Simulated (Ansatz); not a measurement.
Molecule: methoxyboronic acid, CH5BO3, net charge 0, singlet state. SMILES: B(O)(OC)O
Coordinates optimised at B3LYP-D3(BJ)/def2-TZVP (Ansatz, a first-principles code):
```xyz
10

C      1.5112    -0.2567     1.1330
O      0.8895     0.3703     0.0153
B     -0.4006     0.0815    -0.3171
O     -0.9788     0.6980    -1.3984
O     -1.1250    -0.8187     0.4185
H      0.9774    -0.0274     2.0570
H      2.5273     0.1286     1.1975
H      1.5420    -1.3404     1.0063
H     -0.3778     1.3077    -1.8373
H     -2.0185    -0.9328     0.0809
```
Charge 0, spin multiplicity 1.

Parts of the frozen-core correlation energy in cc-pVQZ (Ansatz, hartree). Frozen orbitals: 5; correlated occupied orbitals by spin: 15 and 15; virtual: 405 and 405. Spin-orbit coupling is left out. No relativistic terms.

| term | value |
|---|---|
| reference (HF) | -290.35440 |
| MP2 opposite-spin | -0.80535 |
| MP2 same-spin | (withheld) |
| CCSD correlation | (withheld) |
| (T) | (withheld) |
| T1 diagnostic | 0.011 |
| largest doubles amplitude | 0.014 |

Q: Some entries are withheld; supply them.

A: 
- MP2 same-spin, value: -0.25626
- CCSD correlation, value: -1.07321
- (T), value: -0.04097
